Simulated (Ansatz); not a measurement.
Reaction (redistribution): `CBC[SiH2]C` + `C[SiH](N)O` → `C[SiH2][SiH](N)O` + `CBCC`

Program: Ansatz. Geometries: PBE0-D4/def2-TZVP. ΔE: electronic, gas phase. CBS: MP2 limit from def2 TZ/QZ plus the TZ coupled-cluster correction, frozen cores. Functionals use def2-TZVPP. One conformer a species, not always the lowest.

(1) Is it downhill or uphill in electronic energy at CCSD(T)/CBS, and by how much? (Best estimate.)

(2) What do these levels give: ωB97X-V, B2PLYP, CCSD(T)/def2-TZVPP, HF/def2-QZVPP, HF/CBS(def2), MP2/CBS(def2)? (Best estimate.)

Largest T1 diagnostic among the species: 0.011.

Results:

(1) The calculation gave: Uphill: ΔE = +19.9 kcal/mol.

(2) Computed: ωB97X-V 18.4, B2PLYP 19.6, CCSD(T)/def2-TZVPP 19.8, HF/def2-QZVPP 19.6, HF/CBS(def2) 19.7, MP2/CBS(def2) 21.9 kcal/mol.

From PBE to PBE0 (25 % exact exchange), in def2-TZVPP and without D4, ΔE moves by +1.1 kcal/mol.
